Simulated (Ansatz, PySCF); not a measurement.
Species: sum formula BOCl, charge 0, multiplicity 1. 
Geometry from a B3LYP-D3(BJ)/def2-TZVP (Ansatz, a first-principles code) optimisation:
```xyz
3

B      0.0000     0.0000    -0.6343
O      0.0000     0.0000    -1.8390
Cl     0.0000     0.0000     1.0520
```
Charge 0, spin multiplicity 1.

Total electronic energies in hartree. Correlated levels leave the core frozen unless marked. No spin-orbit coupling. No relativistic terms. CBS(X,Y): correlation extrapolated as X^-3; Hartree-Fock from the larger set.

| level | program | energy (Eh) |
|---|---|---|
| HF/cc-pV(D+d)Z | Ansatz | -559.14093 |
| RI-HF/cc-pV(T+d)Z | Ansatz | -559.18579 |
| PBE-D4/def2-TZVPD | Ansatz + dftd4 | -560.10830 |
| revPBE-D4/def2-TZVPD | Ansatz + dftd4 | -560.30167 |
| revPBE/def2-TZVPD | Ansatz | -560.29625 |
| BP86-D3(BJ)/def2-TZVPD | PySCF + dftd3 | -560.45254 |
| BP86-D4/def2-TZVPD | PySCF + dftd4 | -560.45204 |
| B97M-V/def2-TZVPD | Ansatz | -560.27845 |
| PBE0/6-31G* | Ansatz | -560.06527 |
| PBE0-D3(BJ)/def2-TZVPD | Ansatz + dftd3 | -560.14169 |
| TPSSh-D3(BJ)/def2-TZVPD | PySCF + dftd3 | -560.42425 |
| TPSSh-D4/def2-TZVPD | PySCF + dftd4 | -560.42445 |
| B2GP-PLYP-D3(BJ)/def2-TZVPD | Ansatz + dftd3 | -560.14830 |
| RPA@PBE/cc-pV(T+d)Z | Ansatz | -559.94814 |
| MP2/aug-cc-pV(T+d)Z | Ansatz | -559.70626 |
| SCS-MP2/6-31G* | Ansatz | -559.48094 |
| SCS-MP2/aug-cc-pV(T+d)Z | Ansatz | -559.69394 |
| CCSD/aug-cc-pV(T+d)Z | Ansatz | -559.71743 |
| CCSD/cc-pV(Q+d)Z | Ansatz | -559.75776 |
| CCSD(T)/aug-cc-pV(T+d)Z | Ansatz | -559.74278 |
| CCSD(T)/cc-pwCVTZ | Ansatz | -559.74288 |
| CCSD(T)/CBS(aug-cc-pV(T+d)Z,aug-cc-pV(Q+d)Z) | Ansatz | -559.8156 |
| CCSD(T)/CBS(cc-pV(T+d)Z,cc-pV(Q+d)Z) | Ansatz | -559.8156 |

Totals of different functionals don't rank their quality; only differences between species are comparable.
